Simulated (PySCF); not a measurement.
Circular dichroism: `[CH2]1[C@H](C)C[CH2][Ge@@H]1[F]`, C₅H₁₁FGe

Geometry:
| atom | x (Å) | y (Å) | z (Å) |
| --- | --- | --- | --- |
| C1 | 2.127 | 0.043 | -0.609 |
| C2 | 0.805 | 0.210 | 0.131 |
| C3 | 0.088 | -1.136 | 0.311 |
| C4 | -1.243 | -0.927 | 1.035 |
| Ge5 | -1.908 | 0.746 | 0.183 |
| F6 | -3.016 | 0.315 | -1.134 |
| C7 | -0.132 | 1.172 | -0.606 |
| H8 | 1.956 | -0.347 | -1.610 |
| H9 | 2.638 | 1.000 | -0.696 |
| H10 | 2.779 | -0.647 | -0.077 |
| H11 | 1.010 | 0.618 | 1.128 |
| H12 | -0.102 | -1.561 | -0.678 |
| H13 | 0.725 | -1.832 | 0.861 |
| H14 | -1.909 | -1.777 | 0.910 |
| H15 | -1.081 | -0.777 | 2.102 |
| H16 | -2.778 | 1.763 | 0.906 |
| H17 | -0.154 | 0.937 | -1.672 |
| H18 | 0.187 | 2.206 | -0.498 |

The calculation used TDDFT B3LYP/def2-SVPD circular dichroism and optical rotation, one conformer, gas phase in PySCF. Geometry: GFN2-xTB.

The calculation is non-relativistic, which matters for the atoms heavier than Zn. States above about 7.7 eV (minus the energy of the highest occupied orbital) lie near or above the ionisation threshold and depend on the basis.

(1) What are the CIP labels of the stereocentres?

(2) Which excitations and rotatory strengths does the calculation give?

Results:

(1) C2 R, Ge5 S.

(2) Rotatory strengths R in 10⁻⁴⁰ esu² cm², velocity form and length form (origin at the centre of mass); f in length form.
| state | E (eV) | λ (nm) | f | R (velocity) | R (length) | main |
| --- | --- | --- | --- | --- | --- | --- |
| 1 | 6.66 | 186 | 0.004 | +1.6 | +1.0 | HOMO→LUMO 0.97 |
| 2 | 7.15 | 173 | 0.031 | -0.5 | -0.1 | HOMO→LUMO+1 0.94 |
| 3 | 7.40 | 168 | 0.001 | -3.6 | -3.0 | HOMO−1→LUMO 0.87, HOMO→LUMO+2 0.09 |
| 4 | 7.49 | 165 | 0.078 | -8.1 | -7.7 | HOMO→LUMO+2 0.85, HOMO−1→LUMO 0.08 |
| 5 | 7.72 | 161 | 0.052 | -3.6 | -3.0 | HOMO→LUMO+3 0.96 |
| 6 | 7.92 | 157 | 0.025 | -34.5 | -33.9 | HOMO−1→LUMO+1 0.89 |
| 7 | 8.02 | 155 | 0.007 | +17.3 | +17.5 | HOMO→LUMO+4 0.72, HOMO−1→LUMO+2 0.12 |
| 8 | 8.10 | 153 | 0.023 | +8.1 | +7.3 | HOMO→LUMO+5 0.83, HOMO−1→LUMO+2 0.09 |
| 9 | 8.14 | 152 | 0.039 | -26.3 | -25.8 | HOMO−1→LUMO+2 0.73, HOMO→LUMO+4 0.19 |
| 10 | 8.22 | 151 | 0.003 | -7.6 | -7.4 | HOMO−2→LUMO 0.93 |
| 11 | 8.29 | 150 | 0.010 | -14.0 | -13.9 | HOMO→LUMO+6 0.74, HOMO−1→LUMO+3 0.16 |
| 12 | 8.38 | 148 | 0.005 | -10.6 | -10.9 | HOMO−3→LUMO 0.97 |

Among the states computed, the strongest CD band (largest |R|) is state 6. The largest dissymmetry factor in size, g = 4R/(D+G), with D and G the electric and magnetic dipole strengths, is -0.028 for state 12 (velocity form, f = 0.005), among bands with |R| over 0.5. The mirror image has the same energies and oscillator strengths and all R with the opposite sign.
